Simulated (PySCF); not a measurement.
Species: C₇H₁₂.
Z-matrix (Å and degrees, GFN2-xTB geometry), rows numbered from 1:
```
C 
C   1  1.5424
C   2  1.5327  1  103.07
C   3  1.5325  2  108.29  1   -71.30
C   4  1.5423  3  103.07  2    71.25
C   1  1.5326  2  103.09  3     0.05
C   6  1.5284  1  101.69  2   -35.46
H   1  1.0896  2  112.35  3   120.55
H   1  1.0906  2  111.14  3  -118.42
H   2  1.0907  1  111.18  3   118.53
H   2  1.0897  1  112.39  3  -120.43
H   3  1.0895  2  113.66  1   161.39
H   4  1.0896  3  111.76  2   -49.59
H   4  1.0907  3  110.60  2  -169.84
H   5  1.0896  4  112.35  3  -120.42
H   5  1.0906  4  111.16  3   118.50
H   6  1.0894  1  113.64  2  -161.48
H   7  1.0889  3  113.16  2    61.51
H   7  1.0888  3  113.16  2  -173.21
```

The closed-shell ground state was solved at several levels (PySCF, density fitting, gas phase, non-relativistic).

```tsv
level	basis functions	total energy (Eh)	HOMO (eV)	LUMO (eV)	gap (eV)	dipole (D)
PBE0/pcSseg-1	179	-273.6010	-8.14	1.27	9.41	0.07
B3LYP/def2-SVPD	236	-273.7858	-7.93	0.41	8.34	0.09
```

Question: What might PBE0/def2-SVPD (236 basis functions) give for the same quantities?

Answer: Total energy -273.4605 Eh, HOMO -8.10 eV, LUMO 0.70 eV, gap 8.80 eV, dipole 0.09 D.

Question: Over all these levels, which gives the widest orbital gap and which the narrowest?

Answer: PBE0/pcSseg-1 (global hybrid, 25 % exact exchange) has the widest, 9.41 eV, and B3LYP/def2-SVPD (global hybrid, 20 % exact exchange) the narrowest, 8.34 eV. Functional and basis both differ between the two, so the spread mixes both effects.

Question: How far do the dipole and the HOMO energy spread over the levels?

Answer: The dipole runs from 0.07 to 0.09 D (mean 0.08 D) and the HOMO from -8.14 to -7.93 eV.
